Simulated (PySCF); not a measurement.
**Peak assignment**

Geometry:
```tsv
atom	x (Å)	y (Å)	z (Å)
C1	1.219	0.994	-0.134
C2	1.281	-0.329	-0.944
C3	0.126	-1.153	-0.356
C4	-1.200	-0.526	-0.814
C5	-1.263	0.797	-0.006
C6	0.035	0.765	0.817
C7	0.169	-0.733	1.119
H8	2.148	1.158	0.433
H9	1.069	1.881	-0.770
H10	1.165	-0.175	-2.028
H11	2.243	-0.843	-0.795
H12	0.201	-2.231	-0.557
H13	-2.048	-1.184	-0.568
H14	-1.224	-0.366	-1.903
H15	-2.143	0.820	0.655
H16	-1.320	1.690	-0.647
H17	0.026	1.439	1.686
H18	1.116	-0.994	1.619
H19	-0.667	-1.135	1.713
```

- couplings computed with B3LYP/pcJ-1 (without the spin–dipole term)
- coordinates at the PBE0-D3(BJ)/def2-SVP level
- shieldings: GIAO CAM-B3LYP/pcSseg-1
- code: PySCF
- no solvent model, non-relativistic Hamiltonian, single conformer, one averaged value for each set of equivalent atoms

δ = σ(ref) − σ, references computed at the same level: ¹³C (σref 182.45), ¹H (σref 31.33) vs TMS.

**Question.** Assign these signals to the numbered atoms. ¹³C{¹H} NMR (computed): δ 40.3, 38.8, 32.2.

**Answer.** 
40.3 → C7, sp3 CH2 in a ring: a saturated carbon with 2 carbon neighbours and no heteroatom attached
38.8 → C3/C6, sp3 CH in a ring: saturated and bonded to C and H only
32.2 → C1/C2/C4/C5, sp3 CH2 in a ring: a saturated carbon with 2 carbon neighbours and no heteroatom attached

C7 and C3/C6 lie closer than the usual error of such a calculation, so a measured spectrum could show them in the other order.

**Question.** Assign these signals to the numbered atoms. ¹H NMR (400 MHz, computed): δ 1.91 (m, 2H), 1.43 (m, 4H), 1.06 (m, 4H), 1.01 (m, 2H).

**Answer.** 
| δ (ppm) | atoms | environment | reason |
| --- | --- | --- | --- |
| 1.91 | H12/H17 | hydrogen on an sp3 CH in a ring | far from electronegative atoms and π systems |
| 1.43 | H8/H11/H13/H15 | hydrogen on an sp3 CH2 in a ring | far from electronegative atoms and π systems |
| 1.06 | H9/H10/H14/H16 | hydrogen on an sp3 CH2 in a ring | – |
| 1.01 | H18/H19 | hydrogen on an sp3 CH2 in a ring | – |

H9/H10/H14/H16 and H18/H19 lie closer than the usual error of such a calculation, so a measured spectrum could show them in the other order.

Splittings below 1 Hz are ignored in the labels, and close J values are merged. Couplings among chemically equivalent protons are left out too, so labels in AA′BB′ or AA′XX′ sets are apparent multiplicities. Unscaled 3J(H,H) at this level run about 10 % above measured values. Shifts are as computed, not scaled to solution data. Of 1211 compounds with measured shifts, 218 miss one by over three times the rms of a fit or turn the order of signals round; such compounds aren't used in these exercises.
